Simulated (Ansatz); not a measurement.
`C[O][Ge][SH]` + HCl → `C[O][Ge][Cl]` + H₂S at 500 K and 1 bar (ligand exchange at a Ge–S bond).

Calculated with Ansatz (gas phase, PBE0-D4/def2-TZVP geometries, no zero-point term in ΔE). CCSD(T)/CBS is the MP2 limit (def2-TZVPP, def2-QZVPP) plus CCSD(T) − MP2 in def2-TZVPP, frozen cores. This one scheme is used for every species. For Ge outer-core shells are correlated without core-valence functions, which leaves a few kJ/mol of doubt a bond. Scalar relativity is left out up to krypton. One conformer a species, not always the lowest.

```json
{"species": "`C[O][Ge][SH]`", "CCSD(T)/CBS energy (Eh)": "-2589.55031", "H − E (kJ/mol)": "173.9", "S (J/(mol·K))": "389.7"}
{"species": "HCl", "CCSD(T)/CBS energy (Eh)": "-460.38127", "H − E (kJ/mol)": "32.5", "S (J/(mol·K))": "201.9"}
{"species": "`C[O][Ge][Cl]`", "CCSD(T)/CBS energy (Eh)": "-2650.97453", "H − E (kJ/mol)": "148.5", "S (J/(mol·K))": "380.4"}
{"species": "H₂S", "CCSD(T)/CBS energy (Eh)": "-398.97279", "H − E (kJ/mol)": "57.0", "S (J/(mol·K))": "224.0"}
```

H − E and S are ideal-gas, rigid-rotor, harmonic terms from PBE0-D4/def2-TZVP, for one conformer and one mirror image of each species. 1 Eh = 2625.50 kJ/mol, R = 8.31446 J/(mol·K).

Question: By hand: ΔE, ΔH, ΔS and ΔG.

Answer: ΔE = (-2650.97453) + (-398.97279) − (-2589.55031) − (-460.38127) = -0.01574 Eh = -41.3 kJ/mol. Δ(H − E) = 148.5 + 57.0 − 173.9 − 32.5 = -0.9, so ΔH = -42.2 kJ/mol. ΔS = 380.4 + 224.0 − 389.7 − 201.9 = 12.8 J/(mol·K). ΔG = -42.2 − 500 × (12.8)/1000 = -48.6 kJ/mol.

Question: By hand: the equilibrium constant, and the temperature at which ΔG would vanish if ΔH and ΔS stayed fixed.

Answer: log₁₀ K = −ΔG/(RT ln 10) = 5.1. ΔH and −TΔS have one sign here, so there is no such temperature.

The number of gas molecules stays the same, so ΔS is small and ΔH decides. A doubt of 5 kJ/mol in ΔE shifts log₁₀ K by 0.5 here. Other conformers and mirror images would add mixing entropy, several J/(mol·K) or more a flexible species. These are equilibria of isolated gas molecules and say nothing of rates. Largest T1 diagnostic: 0.015 (customary marks: 0.02 for closed shells, 0.045 for open ones).

ΔS is within the doubt of such terms, so its sign, and with it that verdict, could turn.
